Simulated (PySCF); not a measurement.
# Tb(IV) with different ligands

Computed with PySCF 2.14.0, PBE0, def2-SVP on the ligands, density fitting, scalar-relativistic core potentials, no spin-orbit coupling, vacuum. The metal has lcecp-2-SVP with ECP53. Each complex is relaxed within the symmetry of a template of the same shape. Distances are means of the shortest metal–ligand contacts, charges and spins Mulliken's. lcecp potentials hold a fixed number of 4f electrons in the core, out of states, spins and gaps.

| complex | point group | M–first ligand (Å) | charge on M (e) | strongest infrared band, degenerate modes summed (cm⁻¹) | unstable modes (below −25 cm⁻¹) |
| --- | --- | --- | --- | --- | --- |
| [TbOCl]+ | Cs | 1.742 | 1.37 | 1006 | 0 |
| [TbO(OH)]+ | Cs | 1.753 | 1.42 | – | 0 |
| [TbSF]+ | Cs | 2.201 | 1.34 | 700 | 0 |

What does the calculation give for [TbOF]+?

point group: Cs, M–first ligand (Å): 1.743, charge on M (e): 1.56, strongest infrared band, degenerate modes summed (cm⁻¹): 1010, unstable modes (below −25 cm⁻¹): 0.
```xyz
3

Tb    0.0228    0.0000   -0.3887
O     1.3766    0.0000    0.7099
F    -1.4949    0.0000    0.7771
```

One start shape was tried for each, so a minimum needn't be the lowest isomer. Oxidation states forced by the potential, rare, strongly oxidising or of another configuration in reality: [TbOCl]+, [TbOF]+, [TbO(OH)]+, [TbSF]+.
